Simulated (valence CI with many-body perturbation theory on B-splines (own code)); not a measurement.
Energy levels of Pd12+

Method: configuration interaction combined with many-body perturbation theory (CI+MBPT): six valence electrons over a frozen Dirac-Fock core [Ar] 3d10, a basis of 9 s, 9 p, 8 d, 6 f, 3 g, 1 h functions for each j, with the one-electron correlation potential Σ1 (screened to all orders), the two-electron term Σ2, the three-electron term Σ3, Breit, model QED; selected single and double excitations, second order for the rest, scaled by the run's own slope (own B-spline code, finite nucleus).

No measured levels were compared; by estimate levels hold to about 250 cm⁻¹ or 0.2 % of their energy and the worst to 1 %, as in measured heavy ions of charge 2 to 7; those with d or f electrons hold less well. Among the levels kept, up to 1400 cm⁻¹ of a level comes from second order outside the variational space, and about a tenth of that is noise between levels of different J, which matters for small intervals.

Levels 1 to 39 of 39, with energies above the lowest level, 4s²4p⁴ ³P_2. "Leading %" is the weight of the configuration and term that name the level; weights of strongly mixed levels are sums over their largest components and can fall short. Lifetimes count E1, E2, E3, M1 and M2 decay at the calculated energies, and are blank where another channel may lead or the interval is too uncertain; long ones can be off by a factor of two.

| No. | Configuration | Term | J | E (cm⁻¹) | Leading % | g | Lifetime | Second component |
| --- | --- | --- | --- | --- | --- | --- | --- | --- |
| 1 | 4s²4p⁴ | ³P | 2 | 0 | 81 | 1.416 |  | 16 % 4s²4p⁴ ¹D |
| 2 | 4s²4p⁴ | ³P | 0 | 24656 | 64 |  | 2.15 s | 33 % 4s²4p⁴ ¹S |
| 3 | 4s²4p⁴ | ³P | 1 | 41252 | 97 | 1.500 | 728 μs |  |
| 4 | 4s²4p⁴ | ¹D | 2 | 59214 | 81 | 1.083 | 832 μs | 16 % 4s²4p⁴ ³P |
| 5 | 4s²4p⁴ | ¹S | 0 | 117840 | 63 |  | 118 μs | 34 % 4s²4p⁴ ³P |
| 6 | 4s4p⁵ | ³P° | 2 | 320210 | 86 | 1.500 | 145 ps | 12 % 4s²4p³4d ³P° |
| 7 | 4s4p⁵ | ³P° | 1 | 342480 | 75 | 1.443 | 105 ps | 11 % 4s²4p³4d ³P° |
| 8 | 4s4p⁵ | ³P° | 0 | 365160 | 84 |  | 129 ps | 13 % 4s²4p³4d ³P° |
| 9 | 4s4p⁵ | ¹P° | 1 | 409180 | 61 | 1.055 | 50.9 ps | 25 % 4s²4p³4d ¹P° |
| 10 | 4s²4p³4d | ⁵D° | 2 | 442430 | 57 | 1.271 | 1.03 ns | 16 % 4s²4p³4d ³D° |
| 11 | 4s²4p³4d | ⁵D° | 0 | 443150 | 79 |  | 898 ps | 15 % 4s²4p³4d ³P° |
| 12 | 4s²4p³4d | ⁵D° | 3 | 443280 | 64 | 1.389 | 1.66 ns | 13 % 4s²4p³4d ³D° |
| 13 | 4s²4p³4d | ⁵D° | 1 | 445440 | 85 | 1.461 | 342 ps | 8 % 4s²4p³4d ³P° |
| 14 | 4s²4p³4d | ⁵D° | 4 | 449090 | 76 | 1.436 |  | 17 % 4s²4p³4d ³F° |
| 15 | 4s²4p³4d | ³D° | 2 | 459430 | 32 | 1.159 | 374 ps | 29 % 4s²4p³4d ⁵D° |
| 16 | 4s²4p³4d | ³D° | 3 | 477910 | 40 | 1.242 | 1.23 ns | 26 % 4s²4p³4d ⁵D° |
| 17 | 4s²4p³4d | ³D° | 1 | 480550 | 89 | 0.583 | 873 ps | 6 % 4s²4p³4d ³P° |
| 18 | 4s²4p³4d | ³F° | 2 | 482620 | 51 | 0.918 | 815 ps | 41 % 4s²4p³4d ³D° |
| 19 | 4s²4p³4d | ¹S° | 0 | 483920 | 77 |  | 160 μs | 11 % 4s²4p³4d ³P° |
| 20 | 4s²4p³4d | ³F° | 3 | 488510 | 60 | 1.150 | 1.18 ns | 30 % 4s²4p³4d ³D° |
| 21 | 4s²4p³4d | ³G° | 3 | 494540 | 52 | 0.945 | 268 ps | 21 % 4s²4p³4d ³F° |
| 22 | 4s²4p³4d | ³G° | 4 | 496360 | 46 | 1.174 |  | 34 % 4s²4p³4d ³F° |
| 23 | 4s²4p³4d | ³F° | 4 | 504030 | 77 | 1.212 |  | 10 % 4s²4p³4d ³G° |
| 24 | 4s²4p³4d | ¹G° | 4 | 512430 | 67 | 1.029 |  | 24 % 4s²4p³4d ³G° |
| 25 | 4s²4p³4d | ³G° | 5 | 513780 | 97 | 1.200 |  |  |
| 26 | 4s²4p³4d | ³D° | 1 | 514070 | 86 | 0.586 | 70.1 ps | 4 % 4s²4p³4d ¹P° |
| 27 | 4s²4p³4d | ¹D° | 2 | 524100 | 44 | 0.969 | 175 ps | 31 % 4s²4p³4d ³F° |
| 28 | 4s²4p³4d | ³P° | 1 | 531420 | 62 | 1.404 | 32.8 ps | 10 % 4s²4p³4d ¹P° |
| 29 | 4s²4p³4d | ³P° | 0 | 532630 | 73 |  | 161 ps | 16 % 4s²4p³4d ¹S° |
| 30 | 4s²4p³4d | ³D° | 2 | 541100 | 67 | 1.189 | 414 ps | 13 % 4s²4p³4d ³P° |
| 31 | 4s²4p³4d | ³F° | 3 | 546970 | 69 | 1.071 | 132 ps | 13 % 4s²4p³4d ³G° |
| 32 | 4s²4p³4d | ³F° | 2 | 547430 | 60 | 0.924 | 35.8 ps | 19 % 4s²4p³4d ³P° |
| 33 | 4s²4p³4d | ³D° | 3 | 555360 | 53 | 1.176 | 85.9 ps | 33 % 4s²4p³4d ¹F° |
| 34 | 4s²4p³4d | ³P° | 2 | 562970 | 57 | 1.318 | 7.10 ps | 15 % 4s²4p³4d ³D° |
| 35 | 4s²4p³4d | ³F° | 4 | 566140 | 61 | 1.196 | 192 μs | 16 % 4s²4p³4d ¹G° |
| 36 | 4s²4p³4d | ³P° | 1 | 567370 | 38 | 1.225 | 5.32 ps | 34 % 4s²4p³4d ¹P° |
| 37 | 4s²4p³4d | ³S° | 1 | 576090 | 70 | 1.748 | 5.86 ps | 13 % 4s²4p³4d ¹P° |
| 38 | 4s²4p³4d | ³P° | 2 | 577260 | 70 | 1.387 | 12.9 ps | 9 % 4s²4p³4d ³D° |
| 39 | 4s²4p³4d | ³D° | 3 | 584530 | 71 | 1.264 | 4.14 ps | 9 % 4s²4p³4d ¹F° |

Names give the largest LS component (configuration and term), which can be under half, so a name can repeat, a term be missing and a line seem to break the LS rules; names also repeat where a configuration has a term twice.

The ionisation energy to 4s²4p³ ⁴S°3/2 of the next ion comes out as 286.83 eV (NIST: 286 ± 3 eV (theoretical)). All 39 levels together are meant to be complete up to 589900 cm⁻¹.
